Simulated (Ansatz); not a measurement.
`C1=NC1` and `BC1C=N1` differ in one atom or group.

Ansatz, PBE0-D4/def2-TZVP geometries, multiplicity 1. 

```json
{"property": "HOMO–LUMO gap (PBE0/def2-TZVPP) / eV", "`C1=NC1`": "7.45"}
{"property": "HOMO–LUMO gap (ωB97M-V/def2-TZVPP) / eV", "`C1=NC1`": "12.08"}
{"property": "ideal-gas entropy at 298 K and 1 bar (rigid rotor, harmonic PBE0-D4/def2-TZVP) / J/(mol·K)", "`C1=NC1`": "245"}
{"property": "HOMO energy (PBE0/def2-TZVPP) / eV", "`C1=NC1`": "-7.98"}
{"property": "HOMO–LUMO gap (B3LYP/def2-TZVPP) / eV", "`C1=NC1`": "6.92"}
{"property": "LUMO energy (B3LYP/def2-TZVPP) / eV", "`C1=NC1`": "-0.83"}
```

Give the same properties after the change, and the shifts. (An estimate is asked.)

The calculation gave: 
```
                                                                                  property  `BC1C=N1`  shift
                                                      HOMO–LUMO gap (PBE0/def2-TZVPP) / eV       6.59  -0.86
                                                   HOMO–LUMO gap (ωB97M-V/def2-TZVPP) / eV      10.77  -1.31
ideal-gas entropy at 298 K and 1 bar (rigid rotor, harmonic PBE0-D4/def2-TZVP) / J/(mol·K)        278     33
                                                        HOMO energy (PBE0/def2-TZVPP) / eV      -8.32  -0.34
                                                     HOMO–LUMO gap (B3LYP/def2-TZVPP) / eV       6.12  -0.80
                                                       LUMO energy (B3LYP/def2-TZVPP) / eV      -1.96  -1.13
```

With PBE0 the HOMO falls by 0.34 eV and the LUMO falls by 1.19 eV, so the gap narrows by about 0.85 eV. PBE moves the HOMO by -0.50 eV and ωB97M-V by -0.23 eV. The zero-point energy changes by 27.7 kJ/mol with +6 modes.

B3LYP here is the variant with VWN-RPA as its local correlation; programs differ in this.
